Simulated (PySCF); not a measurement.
Isomers of C6H5F3N2, mass 162.040 u with the commonest isotopes. The calculation used PBE0/pcSseg-1 in PySCF (dipole) on a GFN2-xTB geometry, gas phase. One conformer each, none proved a minimum here; rigid rotors.

Problem. Order these by dipole moment, largest first.
A. `FC(F)(F)c1cnnc(C)c1`
B. `Cc1ccc(C(F)(F)F)nn1`
C. `Cc1nnccc1C(F)(F)F`

Solution. B (5.29 D), A (2.78 D), C (1.99 D).

Problem. Order these by radius of gyration √(Σ m r²/M), largest first.
A. `Cc1ccc(C(F)(F)F)nn1`
B. `CC1=NN=CC(C(F)(F)F)=C1`
C. `FC(F)(c1ccnnc1C)F`

Solution. A (2.350 Å), B (2.312 Å), C (2.155 Å).

Problem. Order these by rotational constant A, largest first.
A. `CC1=C(C(F)(F)F)C=CN=N1`
B. `Cc1cc(C(F)(F)F)cnn1`
C. `Cc1ccc(C(F)(F)F)nn1`

Solution. C (2896 MHz), B (2229 MHz), A (1953 MHz).

| SMILES | point group | Ia (u·Å²) | Ib (u·Å²) | Ic (u·Å²) | κ | μa (D) | μb (D) | μc (D) |
| --- | --- | --- | --- | --- | --- | --- | --- | --- |
| Cc1ccc(C(F)(F)F)nn1 | C1 | 174.50 | 766.21 | 849.71 | -0.94 | 3.43 | 4.03 | 0.06 |
| Cc1cc(C(F)(F)F)cnn1 | C1 | 226.77 | 684.73 | 820.45 | -0.85 | 0.06 | 2.78 | 0.07 |
| Cc1nnccc1C(F)(F)F | Cs | 258.73 | 539.53 | 707.13 | -0.64 | 1.32 | 1.49 | 0.01 |
